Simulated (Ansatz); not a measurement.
The lowest singlet and triplet of F2Si (SMILES F[Si]F); geometries from B3LYP-D3(BJ)/def2-TZVP, each state relaxed from the structure named, with no frequency check.
Singlet (charge 0, multiplicity 1):
```xyz
3

F     -1.239    -0.450     0.000
Si    -0.001     0.577     0.000
F      1.240    -0.448     0.000
```

A positive gap puts the triplet lower; no zero-point energy. R- takes a restricted singlet. U- takes an unrestricted singlet (broken symmetry where lower, unprojected). The triplet is unrestricted in single-reference levels. Active spaces average the two states.

Correlated levels freeze the cores.

The values were computed with Ansatz (Gaussian orbitals). Each number belongs to the level named beside it.

```
level                                         gap E(singlet) − E(triplet), vertical, at the singlet's geometry (eV)
--------------------------------------------  ---------------------------------------------------------------------
U-HF/cc-pV(Q+d)Z                                                                                             -2.285
U-B3LYP/def2-TZVPP                                                                                           -3.300
U-SCS-MP2/cc-pV(T+d)Z                                                                                        -3.289
U-SCS-MP2/cc-pV(Q+d)Z                                                                                        -3.302
R-CCSD/cc-pV(D+d)Z                                                                                           -3.300
U-CCSD/cc-pV(T+d)Z                                                                                           -3.260
SA-CASSCF(2,2)/cc-pV(Q+d)Z                                                                                        ?
FIC-NEVPT4(SD) on SA-CASSCF(2,2)/cc-pV(T+d)Z                                                                 -3.272
FIC-MRCISD+Q on SA-CASSCF(2,2)/cc-pV(Q+d)Z                                                                   -3.233
```

### Question
What belongs in the gaps?

### Answer

- SA-CASSCF(2,2)/cc-pV(Q+d)Z, gap E(singlet) − E(triplet), vertical, at the singlet's geometry (eV): -2.868

Ansatz is a program for electronic structure.
